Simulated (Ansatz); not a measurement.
Basis sets compared for the cluster MgCu4 (the lowest singlet isomer of a short search). Total charge 0; singlet. Geometry r2SCAN-D4/def2-SVP. Ansatz on 4 threads of Arm Neoverse V1 on a shared host; times are rough, and most runs start from earlier orbitals.

```xyz
5

Mg   -0.105    0.633   -0.805
Cu    1.701    1.832    0.271
Cu   -1.853   -0.922   -1.428
Cu    0.978   -0.114    1.386
Cu   -0.721   -1.428    0.576
```

The restricted singlet is unstable towards broken spin symmetry in Hartree–Fock (as tested in another run); at PBE-D4/def2-SVP, PBE-D4/def2-TZVP, PBE0-D4/def2-SVP, PBE0-D4/def2-TZVP this wasn't settled. No other spin state of charge 0 was run. The structure comes from a short search, and lower isomers may exist.

Binding counts from free atoms (Mg singlet, Cu doublet) in the same basis, without a counterpoise term.

| level | functions | energy (Eh) | HOMO (eV) | LUMO (eV) | binding per atom (eV) | wall time |
| --- | --- | --- | --- | --- | --- | --- |
| PBE-D4/def2-SVP | 142 | -6760.1188 | -4.00 | -2.76 | 1.89 | 2.9 s |
| PBE0-D4/def2-SVP | 142 | -6760.1243 | -4.42 | -2.01 | 1.52 | 4.9 s |

**Question.** Estimate the rows for PBE-D4/def2-TZVP (with forces), PBE0-D4/def2-TZVP.

**Answer.** 
```json
{"level": "PBE-D4/def2-TZVP (with forces)", "functions": "212", "energy (Eh)": "-6761.1934", "HOMO (eV)": "-4.31", "LUMO (eV)": "-3.01", "binding per atom (eV)": "1.48", "wall time": "5.5 s"}
{"level": "PBE0-D4/def2-TZVP", "functions": "212", "energy (Eh)": "-6761.1630", "HOMO (eV)": "-4.68", "LUMO (eV)": "-2.23", "binding per atom (eV)": "1.23", "wall time": "10 s"}
```
